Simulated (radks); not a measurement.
Values are calculated unless marked as measured or tabulated.
The lanthanum ion La5+ is in [Kr] 4d10 5s2 5p4. Code: a radial shooting solver on a logarithmic mesh with Libxc functionals. Model: non-relativistic Kohn-Sham, PBE, spin-polarised, spherical densities, point nucleus. Open shells are filled with parallel spins first. One electron is removed from 5p, 4p, 4d, 5s in turn, with full relaxation. Which removal costs least, and what does each cost?

Answer. 5p 74.140 eV; 5s 89.528 eV; 4d 171.73 eV; 4p 260.29 eV. The 5p electron leaves first.
